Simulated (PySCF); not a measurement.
HCl$_{2}$HfO (SMILES [OH][Hf+]([Cl])[Cl]), charge +1, singlet, geometry from GFN2-xTB (such geometries of metal compounds can be far from the true shape) (the multiplicity is a formal guess) (core potentials on Hf). Base run: PBE0/def2-SVP in PySCF.

The PySCF input:
```python
from pyscf import gto, scf, dft

mol = gto.M(
    atom='''
Hf    0.262805   -0.174646   -0.079199
Cl   -1.765701   -0.978754    0.317014
Cl   -0.154209    1.910895   -0.707713
O     1.430908   -0.324711    1.334596
H     2.269273   -0.674202    1.667476
''',
    basis='def2-svp',
    ecp={'Hf': 'def2-svp'},
    charge=1,
    spin=0,
    verbose=4,
)

mf = dft.RKS(mol)
mf.xc = 'pbe0'
mf.kernel()
```

Each row names what was changed in the base input (with any setting that the change needs).

```tsv
change	ΔE vs base (mEh)	SCF cycles	outcome
base	0.000	10	converged
solver = newton; init_guess = 1e	0.000	-	converged
level_shift = 1.0 (with mf.max_cycle = 100)	0.000	36	converged
conv_tol = 1e-12	0.000	12	converged
diis_space = 20	0.000	10	converged
conv_tol_grad = 1e-7	0.000	13	converged
diis = off (with mf.max_cycle = 100)	-	100	not converged
diis_space = 12	0.000	10	converged
diis_space = 4	0.000	11	converged
level_shift = 0.5 (with mf.max_cycle = 100)	0.000	22	converged
diis = off; damp = 0.6 (with mf.diis_start_cycle = 200; with mf.max_cycle = 150)	0.000	19	converged
level_shift = 0.3 (with mf.max_cycle = 100)	0.000	16	converged
level_shift = 0.1 (with mf.max_cycle = 100)	0.000	11	converged
```
